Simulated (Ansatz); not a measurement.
`[O][InH][F]`• → `[OH][In][F]`•  (isomerisation)

Computed with Ansatz on PBE0-D4/def2-TZVP structures; ΔE is electronic, products minus reactants. CCSD(T)/CBS is the MP2 limit (def2-TZVPP, def2-QZVPP) plus CCSD(T) − MP2 in def2-TZVPP, frozen cores. Functionals use def2-TZVPP. B3LYP here is the variant with VWN-RPA as its local correlation; programs differ in this. HSE06 is defined as in plane-wave codes. No spin–orbit coupling; open shells (•) take unrestricted orbitals. Elements past krypton have def2 core potentials. For In outer-core shells are correlated without core-valence functions, which leaves a few kJ/mol of doubt a bond. One conformer a species, not always the lowest.

```json
{"level": "PBE-D4", "ΔE (kcal/mol)": "-55.3", "difference from CCSD(T)/CBS": "-3.0"}
{"level": "B97M-V", "ΔE (kcal/mol)": "-47.6", "difference from CCSD(T)/CBS": "4.7"}
{"level": "B3LYP-D4", "ΔE (kcal/mol)": "-51.7", "difference from CCSD(T)/CBS": "0.6"}
{"level": "r2SCAN0-D4", "ΔE (kcal/mol)": "-48.4", "difference from CCSD(T)/CBS": "3.9"}
{"level": "HSE06-D4", "ΔE (kcal/mol)": "-51.4", "difference from CCSD(T)/CBS": "0.9"}
{"level": "ωB97M-V", "ΔE (kcal/mol)": "-50.2", "difference from CCSD(T)/CBS": "2.1"}
{"level": "PBE", "ΔE (kcal/mol)": "-55.3", "difference from CCSD(T)/CBS": "-3.0"}
{"level": "B3LYP", "ΔE (kcal/mol)": "-51.6", "difference from CCSD(T)/CBS": "0.7"}
{"level": "r2SCANh", "ΔE (kcal/mol)": "-50.1", "difference from CCSD(T)/CBS": "2.2"}
{"level": "HSE06", "ΔE (kcal/mol)": "-51.4", "difference from CCSD(T)/CBS": "0.9"}
{"level": "RPA@PBE/def2-TZVPP", "ΔE (kcal/mol)": "-47.7", "difference from CCSD(T)/CBS": "4.6"}
{"level": "HF/def2-TZVPP", "ΔE (kcal/mol)": "-32.6", "difference from CCSD(T)/CBS": "19.7"}
{"level": "SCS-MP2/def2-TZVPP", "ΔE (kcal/mol)": "-53.3", "difference from CCSD(T)/CBS": "-1.0"}
{"level": "HF/def2-QZVPP", "ΔE (kcal/mol)": "-32.7", "difference from CCSD(T)/CBS": "19.6"}
{"level": "MP2/CBS(def2)", "ΔE (kcal/mol)": "-60.2", "difference from CCSD(T)/CBS": "-7.9"}
{"level": "CCSD/CBS(def2)", "ΔE (kcal/mol)": "-50.6", "difference from CCSD(T)/CBS": "1.7"}
{"level": "CCSD(T)/CBS", "ΔE (kcal/mol)": "-52.3", "difference from CCSD(T)/CBS": "0"}
```

(1) What do rigid-rotor, harmonic-oscillator terms from PBE0-D4/def2-TZVP frequencies (298.15 K, 1 bar) make of the CCSD(T)/CBS value? (An estimate is asked.)

Largest T1 diagnostic among the species: 0.021.

Results:

(1) Ansatz gave: ΔZPE = +2.9 kcal/mol, ΔH = -49.3 kcal/mol, ΔS = 1 J/(mol·K), ΔG = -49.4 kcal/mol. Open shells count their whole term as degenerate.

Leaving LDA and LC-ωPBE aside and taking each functional with its dispersion term where it has one, the values, not all of them listed here, spread over 9.5 kcal/mol, from PBE-D4 to BHLYP-D4. LDA lies −6.8 kcal/mol from PBE without D4. At CCSD(T), def2-SVP lies +4.9 kcal/mol from the extrapolated value and def2-TZVPP +2.3 kcal/mol.
